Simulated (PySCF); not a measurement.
CH$_{3}$BBrFO (SMILES COB(F)Br), singlet, at a GFN2-xTB geometry. Base run: PBE/6-31G, polarisability run with PySCF.

PySCF was given this input:
```python
from pyscf import gto, scf, dft
from pyscf.prop import polarizability

mol = gto.M(
    atom='''
B     0.665256    0.297431   -0.426732
F     1.519140    1.304243   -0.367776
Br   -0.660188    0.216008    0.919637
O     0.801289   -0.563351   -1.408519
C     0.029058   -1.710146   -1.691159
H    -0.395368   -1.593719   -2.689166
H     0.692634   -2.575705   -1.677461
H    -0.773905   -1.848506   -0.961936
''',
    basis='6-31g',
    charge=0,
    spin=0,
    verbose=3,
)

mf = dft.RKS(mol)
mf.xc = 'pbe'
mf.kernel()
alpha = mf.Polarizability().polarizability()[2, 2]
print('alpha_zz =', alpha)
```

### Question
The base was run again with changes. Order these runs by alpha_zz (bohr³), lowest first: functional = pbe0 | basis = 6-31G* | basis = def2-SVP | functional = lda,vwn | basis = cc-pVDZ.

### Answer
functional = pbe0 (alpha_zz (bohr³) 40.00), functional = lda,vwn (alpha_zz (bohr³) 42.10), basis = def2-SVP (alpha_zz (bohr³) 43.69), basis = cc-pVDZ (alpha_zz (bohr³) 44.15), basis = 6-31G* (alpha_zz (bohr³) 44.75)

Finite-field rows take the second difference of the energy in a field along z; a small field with loose convergence shows SCF noise divided by the square of the field, and a large one adds hyperpolarisability.
